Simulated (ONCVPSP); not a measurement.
## Lu, ONCV: configuration errors across variants

lutetium, optimised norm-conserving Vanderbilt (ONCV), made with ONCVPSP 4.0.1 (PBE, scalar-relativistic). Core [Kr] 4d10, reference 4f14 5s2 5p6 5d1 6s1.75 6p0.25. Waves: 5s+6s: rc 2.10 bohr, ncon 5, nbas 8, qcut 4.5 1/bohr, 2 projectors; 5p+6p: rc 2.40 bohr, ncon 3, nbas 6, qcut 5.8 1/bohr, 2 projectors; 5d: rc 2.85 bohr, ncon 3, nbas 8, qcut 6 1/bohr, 2 projectors, debl 1.1 Ha; 4f: rc 0.65 bohr, ncon 5, nbas 9, qcut 30.1 1/bohr, 2 projectors, debl 2.5 Ha. Local part: polynomial inside 0.50 bohr (lpopt 1, dvloc0 4 Ha). Core correction: none.

All-electron excitation energies from the reference (eV): (1) 4f14 5s2 5p6 5d1 6s2 6p0 -0.835; (2) 4f14 5s2 5p6 5d1 6s1 6p0 6.531; (3) 4f14 5s2 5p6 5d1 6s0 6p0 19.810; (4) 4f14 5s1 5p6 5d1 6s2 6p0 66.231.

A true bound ghost makes a file unfit for plane-wave use even where its test errors are small: the radial tests pick states by their node count and pass the ghost by.

Errors AE − PS in meV (a dash: test not solved or not reliable):

```csv
change,(1),(2),(3),(4),bound ghosts,GHOST(+) flags above zero
base,+0.2,-1.9,-7.4,-139,"s, p, d, f",s
p: rc 1.72,–,-1.9,-7.6,-155,"s, p, d, f",s
p: rc 1.96,+0.2,-1.9,-7.5,-143,"s, p, d, f",s
p: rc 2.26,+0.2,-1.9,-7.4,-139,"s, p, d, f",s
p: rc 2.5,+0.2,-1.9,-7.6,-139,"s, p, d, f",s
p: rc 3.2,+0.1,-2.9,-19,-146,"s, p, d, f",s
p: rc 3.42,+0.1,-4.1,-32,-148,"s, p, d, f",s
```

(1) Give the same row for: p: rc 2.96.

## Answers

(1) +0.1, -2.3, -12, -138; bound ghosts: s, d, f; GHOST(+) flags above zero: s, p.
